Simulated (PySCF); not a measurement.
Homolysis of single bonds, series Al Cl-Br. All species are isolated molecules in the gas phase. Strings in code marks are SMILES.

These are PBE-D3(BJ)/def2-TZVP // TPSSh-D3(BJ)/def2-TZVP run with PySCF 2.14.0 values and carry that method's errors. 

```json
[
 {"species": "radical fragment (`[Al]([Cl])[Cl]`)", "dipole moment (D)": "1.36"},
 {"species": "whole molecule (`[Cl][Al]([Cl])[Br]`)", "dipole moment (D)": "0.19"},
 {"species": "radical fragment (`[Cl][Al][Br]`)", "dipole moment (D)": "1.30"},
 {"species": "whole molecule (`[Cl][Al]([Br])[Br]`)", "dipole moment (D)": "0.19"},
 {"species": "radical fragment (`[Br][Al][Br]`)", "dipole moment (D)": "1.23"},
 {"species": "whole molecule (`[Br][Al]([Br])[Br]`)", "dipole moment (D)": "0.00"}
]
```
